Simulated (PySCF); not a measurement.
Input file for PySCF: D3(BJ) and D4 dispersion corrections on N2 (SMILES N#N).

```python
from pyscf import gto
from pyscf.dispersion import dftd3, dftd4

mol = gto.M(
    atom='''
    N     0.00000000   -0.00000000    0.54545039
    N    -0.00000000    0.00000000   -0.54545039
    ''',
    basis='def2-svp',
    charge=0, spin=0, verbose=0, max_memory=1800)
d3, d4 = {}, {}
for xc in ['hf', 'pbe', 'blyp', 'revpbe', 'tpss', 'r2scan', 'b3lyp', 'pbe0', 'bhlyp', 'camb3lyp', 'b2plyp']:
    d3[xc] = float(dftd3.DFTD3Dispersion(mol, xc=xc, version='d3bj', atm=False).get_dispersion()['energy'])
    print(f'D3(BJ) {xc:10s} {d3[xc]:14.8f} Eh')
for xc in ['hf', 'pbe', 'blyp', 'revpbe', 'tpss', 'r2scan', 'b3lyp', 'pbe0', 'bhlyp', 'camb3lyp', 'b2plyp']:
    d4[xc] = float(dftd4.DFTD4Dispersion(mol, xc={'camb3lyp': 'cam-b3lyp'}.get(xc, xc), atm=True).get_dispersion()['energy'])
    print(f'D4     {xc:10s} {d4[xc]:14.8f} Eh')
```

Program output:

```
D3(BJ) hf            -0.00552784 Eh
D3(BJ) pbe           -0.00043318 Eh
D3(BJ) blyp          -0.00093211 Eh
D3(BJ) revpbe        -0.00121261 Eh
D3(BJ) tpss          -0.00052824 Eh
D3(BJ) r2scan        -0.00010278 Eh
D3(BJ) b3lyp         -0.00075259 Eh
D3(BJ) pbe0          -0.00035166 Eh
D3(BJ) bhlyp         -0.00057350 Eh
D3(BJ) camb3lyp      -0.00029407 Eh
D3(BJ) b2plyp        -0.00032902 Eh
D4     hf            -0.00168580 Eh
D4     pbe           -0.00036334 Eh
D4     blyp          -0.00086660 Eh
D4     revpbe        -0.00150295 Eh
D4     tpss          -0.00049563 Eh
D4     r2scan        -0.00008147 Eh
D4     b3lyp         -0.00058896 Eh
D4     pbe0          -0.00029360 Eh
D4     bhlyp         -0.00038537 Eh
D4     camb3lyp      -0.00028705 Eh
D4     b2plyp        -0.00024826 Eh
```

The run finished.

Cost: around 0.03 core-seconds (rough).
